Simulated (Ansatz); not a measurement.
`OC[SiH2]O[SiH3]` → `CO[SiH](O)[SiH3]`  (isomerisation)

Calculated with Ansatz (gas phase, PBE0-D4/def2-TZVP geometries, no zero-point term in ΔE). CCSD(T)/CBS is the MP2 limit (def2-TZVPP, def2-QZVPP) plus CCSD(T) − MP2 in def2-TZVPP, frozen cores. DFT in def2-TZVPP. Each species was taken in one conformer, which may not be the lowest.

```
           species  ωB97X-V energy (Eh)
 `OC[SiH2]O[SiH3]`           -772.37337
`CO[SiH](O)[SiH3]`           -772.37770
```

Work out ΔE.

ΔE = (-772.37770) − (-772.37337) = -0.00433 Eh = -11.4 kJ/mol. CCSD(T)/CBS gives -9.7 kJ/mol.

Largest T1 diagnostic among the species: 0.012.

In def2-TZVPP, CCSD(T) changes the Hartree–Fock value by −12.9 kJ/mol (the triples alone add −2.5 kJ/mol) and MP2 by −7.9 kJ/mol. From PBE to PBE0 (25 % exact exchange), in def2-TZVPP and without D4, ΔE moves by +6.9 kJ/mol.
